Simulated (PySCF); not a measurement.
**Magnetisability and related constants of SMILES C=C(C)[P@@H+]1C=C(C)CC1, [C8H14P]+, charge +1**

Method: GIAO CAM-B3LYP/pcSseg-1 magnetisability, rotational g tensor and spin-rotation constants, non-relativistic, gas phase (PySCF). Geometry: GFN2-xTB.

Input:
```
{"job": {"kind": "mag", "xc": "CAM-B3LYP", "basis": "pcSseg-1", "isotopologues": 0}, "charge": 1, "multiplicity": 1}
C     -3.181686    -0.741626     1.041933
C     -2.172970    -0.140323     0.421244
C     -2.268624     1.057247    -0.465646
P     -0.495968    -0.765463     0.664543
C      0.732621     0.451392     1.052397
C      1.791765     0.363951     0.228996
C      2.968314     1.259624     0.277952
C      1.758524    -0.732417    -0.795870
C      0.358199    -1.375794    -0.829848
H     -3.038340    -1.600674     1.678449
H     -4.194405    -0.390639     0.931086
H     -3.302463     1.373838    -0.570933
H     -1.691989     1.883577    -0.048382
H     -1.870808     0.843566    -1.457793
H     -0.583241    -1.763235     1.620916
H      0.618734     1.165786     1.849888
H      2.978162     1.900918    -0.603737
H      2.955888     1.888252     1.163258
H      3.889707     0.680582     0.259715
H      2.515384    -1.473305    -0.527579
H      2.035621    -0.343308    -1.776909
H     -0.203819    -1.049188    -1.708586
H      0.396644    -2.465775    -0.849140
```
Coordinates are in Å.

Command: `OMP_NUM_THREADS=1 python excited_run.py task.json out`

(1) What does the run print?

Answers

(1) Atoms count from 0.
```
coarse grid: 18992 points
cycle   1  E = -654.0116439784  dE =  1.775e+00  |g| = 4.211e-01  |ddm| = 4.326e+00
cycle   2  E = -654.0339744613  dE = -2.233e-02  |g| = 3.434e-01  |ddm| = 9.442e-01
cycle   3  E = -654.0618262608  dE = -2.785e-02  |g| = 6.013e-02  |ddm| = 4.041e-01
cycle   4  E = -654.0624309681  dE = -6.047e-04  |g| = 4.017e-02  |ddm| = 8.238e-02
cycle   5  E = -654.0628045315  dE = -3.736e-04  |g| = 3.029e-03  |ddm| = 3.398e-02
cycle   6  E = -654.0628071118  dE = -2.580e-06  |g| = 1.720e-03  |ddm| = 6.192e-03
final grid: 176800 points
cycle   7  E = -654.1377066296  dE = -4.120e-05  |g| = 5.067e-03  |ddm| = 2.348e-02
cycle   8  E = -654.1377082801  dE = -1.650e-06  |g| = 4.450e-03  |ddm| = 8.310e-03
cycle   9  E = -654.1377130723  dE = -4.792e-06  |g| = 6.387e-04  |ddm| = 3.957e-03
cycle  10  E = -654.1377131588  dE = -8.649e-08  |g| = 2.223e-04  |ddm| = 6.622e-04
cycle  11  E = -654.1377131709  dE = -1.209e-08  |g| = 5.238e-05  |ddm| = 2.507e-04
cycle  12  E = -654.1377131715  dE = -6.514e-10  |g| = 1.041e-05  |ddm| = 7.168e-05
converged SCF energy = -654.1377131715

Magnetisability tensor (1e-30 J/T^2)
    -1482.31      -14.28      -77.73
      -14.28    -1547.87       24.58
      -77.73       24.58    -1570.08
isotropic -1533.42   principal values   -1618.39  -1550.25  -1431.62
isotropic susceptibility -92.345 1e-6 cm^3/mol

Inertial axes            a          b          c
rot. const./GHz      2.7753     0.8358     0.7773
chi total           -88.717    -92.108    -96.209
chi diamagnetic    -589.911  -1597.649  -1710.057
chi paramagnetic    501.194   1505.541   1613.848
quadrupole/D A       19.260     -7.887    -11.372
g nuclear            0.6422     0.5954     0.5955
g electronic        -0.6535    -0.5911    -0.5893
g total             -0.0112     0.0042     0.0062

Spin-rotation constants (kHz, H = +C I.J)
atom  isotope        aa         bb         cc
  3    31P        4.403      1.389      1.355
  9     1H       -0.284     -0.044     -0.002
 10     1H        0.131     -0.079     -0.080
 11     1H       -0.030     -0.087     -0.083
 12     1H       -0.223     -0.030     -0.092
 13     1H       -0.282     -0.086     -0.026
 14     1H       -0.283     -0.064      0.001
 15     1H       -0.320      0.014     -0.065
 16     1H       -0.302     -0.090     -0.009
 17     1H       -0.316     -0.027     -0.055
 18     1H       -0.064     -0.066     -0.097
 19     1H       -0.204     -0.044     -0.074
 20     1H       -0.286     -0.100      0.003
 21     1H       -0.304     -0.102     -0.004
 22     1H       -0.350      0.012     -0.093
  0    13C*       1.078      0.243      0.274
  1    13C*       1.073      0.222      0.240
  2    13C*       0.434      0.111      0.104
  4    13C*       0.800      0.285      0.154
  5    13C*       1.277      0.427      0.222
  6    13C*       0.400      0.126      0.117
  7    13C*       0.503      0.131      0.145
  8    13C*       0.324      0.127      0.125
* in the singly substituted isotopologue
```

For an ion the centre-of-mass motion in the field is neglected.

It took 110 s wall time on 1 thread of an Arm Neoverse V1, shared host, peak memory 1.3 GiB.
